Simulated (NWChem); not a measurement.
trisilylamine (Si3NH9); SMILES [SiH3]N([SiH3])[SiH3]

```xyz
13

Si     1.7349    -0.2568    -0.0130
N      0.0000     0.0000    -0.0129
Si    -1.0898    -1.3740    -0.0129
Si    -0.6450     1.6308    -0.0132
H      2.1840    -1.0117     1.1884
H      2.1843    -1.0098    -1.2156
H      2.3875     1.0800    -0.0119
H     -0.2585    -2.6077    -0.0125
H     -1.9677    -1.3859     1.1889
H     -1.9671    -1.3864    -1.2151
H     -0.2170     2.3966    -1.2154
H     -2.1290     1.5277    -0.0128
H     -0.2165     2.3971     1.1886
```
Atoms are numbered in this order, from 1.

All runs: NWChem. Structure relaxed at the B3LYP/6-31G* (spherical d) level. B3LYP is NWChem's, with the RPA form of VWN correlation. Ions are spin-unrestricted doublets at the neutral geometry; other ion states weren't tried.

Task: Order these by “ΔSCF minus −ε(HOMO) (eV)”, lowest first: B3LYP/def2-SVPD; BHandHLYP/def2-SVPD; PBE/def2-SVPD; LRC-wPBEh/def2-SVPD.

Result: LRC-wPBEh/def2-SVPD (0.07), BHandHLYP/def2-SVPD (0.62), B3LYP/def2-SVPD (1.96), PBE/def2-SVPD (2.73)
